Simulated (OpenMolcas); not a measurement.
# Computed levels of Sb³⁺

```
Program             : OpenMolcas 26.06
Method              : SS-RASPT2, IPEA 0.25 Eh, imaginary shift 0.1 Eh (closed shells correlated: 4d)
Basis               : ANO-RCC-VQZP [8s7p5d3f2g]
Scalar Hamiltonian  : DKH2, point nucleus
Active space        : 2 electrons in 9 orbitals (RAS2 5s 5p; RAS3 5d, at most 2 electrons)
State averaging     : 2S+1 = 3 even, 3 roots; 2S+1 = 1 even, 7 roots; 2S+1 = 3 odd, 3 roots; 2S+1 = 1 odd, 3 roots
Spin-orbit coupling : RASSI with atomic mean-field integrals over the reference wave functions, term energies averaged over their components
```

Spin-free terms above the lowest, with the occupations of the reference:

```json
{"Configuration": "5s²", "Term": "¹S", "E (cm⁻¹)": "0.0", "Occupations": "5s 1.93 5p 0.07"}
{"Configuration": "5s 5p", "Term": "³P°", "E (cm⁻¹)": "69460", "Occupations": "5s 1.00 5p 1.00"}
{"Configuration": "5s 5p", "Term": "¹P°", "E (cm⁻¹)": "94130", "Occupations": "5s 0.97 5p 1.00 5d 0.03"}
{"Configuration": "5p²", "Term": "¹D", "E (cm⁻¹)": "157580", "Occupations": "5s 0.29 5p 1.42 5d 0.29"}
{"Configuration": "5p²", "Term": "³P", "E (cm⁻¹)": "158410", "Occupations": "5p 1.99 5d 0.01"}
```

With spin-orbit coupling, above the lowest level:

```tsv
Configuration	Term	J	E (cm⁻¹)	Measured (cm⁻¹)	g	Term weight %	Second
5s²	¹S	0	0.0	0.0		100	
5s 5p	³P°	0	65010			100	
5s 5p	³P°	1	66930	66700	1.495	99	
5s 5p	³P°	2	71700	72560	1.501	100	
5s 5p	¹P°	1	94450	95952	1.006	99	
5p²	³P	0	152900	152076		96	4 ¹S
5p²	¹D	2	156120	155956	1.125	75	25 ³P
5p²	³P	1	156280	156388	1.501	100	
5p²	³P	2	162020	163524	1.377	75	25 ¹D
```

Against the 7 measured excited levels shown (Moore, Atomic Energy Levels, vol. III, NSRDS-NBS 35 (1971 reprint of NBS Circular 467, 1958)) the mean absolute deviation is 740 cm-1; the largest miss in energy is 5s 5p ¹P°₁: computed 94450, measured 95952 cm⁻¹ (-1.6 %).

Spin-orbit coupling puts the lowest level 7.8 cm⁻¹ below the lowest spin-free term.

CASPT2 breaks the degeneracy within a term, and the mean is taken; among the terms shown or strongly mixed into the levels shown the widest spread is 19 cm-1 (5p² ¹D). Active for correlation alone: 5d; no level in the range computed is led by a configuration that fills it, so any true level of that kind is missing. Some terms mix strongly with configurations of 5d, whose occupation reaches 0.29 (5p² ¹D). Measured partners are found by configuration, term and J. A level has none where our copy of the source lacks it or the pairing is in doubt (some pairs that miss far off the trend of their configuration count as doubtful), and it then counts in no deviation. Levels of configurations outside the active space are missing. The first state left out of the spin-orbit step lies near 200000 cm-1 above the lowest spin-free state of the reference (among the parities and spins computed), and the list stops at four fifths of that energy or lower.

The term weight is that of the spin-free term in the level, not the purity of its configuration. ° marks odd parity.
